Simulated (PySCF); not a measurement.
A spin–spin coupling run with PySCF 2.14 (density fitting, non-relativistic, gas phase) on SMILES [Se](COCC)C, C$_{4}$H$_{10}$OSe:

```
{"job": {"kind": "j", "xc": "B3LYP", "basis": "pcJ-1"}, "charge": 0, "multiplicity": 1}
C     -2.534807    -0.065640     0.300392
C     -1.278078     0.507756    -0.325605
O     -0.165878     0.505250     0.536881
C      0.388173    -0.749086     0.766816
Se     2.143318    -0.574276     1.570908
C      2.938339     0.397897     0.091588
H     -3.391540     0.055504    -0.379818
H     -2.764297     0.455042     1.242319
H     -2.434813    -1.140076     0.517955
H     -1.437619     1.562833    -0.596103
H     -1.032527    -0.036172    -1.261294
H      0.483140    -1.320522    -0.178035
H     -0.196319    -1.360695     1.479601
H      3.912511     0.776455     0.428222
H      2.282900     1.241722    -0.159624
H      3.080984    -0.254161    -0.781336
```

Hardware: 1 thread of an Arm Neoverse V1, shared host. The job also computes field gradients.

**Question.** How large is the calculation?

**Answer.** 76 electrons, 276 basis functions and 1133 auxiliary functions.

**Question.** How long does it take?

**Answer.** 110 s of wall time, with 12 SCF cycles. Times on a shared host scatter by some tens of per cent.

**Question.** And these other runs on the same molecule and hardware: GIAO shielding at B3LYP/pcSseg-1; GIAO shielding at PBE0/pcSseg-1?

**Answer.** B3LYP/pcSseg-1: 176 functions, 25 s; PBE0/pcSseg-1: 176 functions, 30 s.
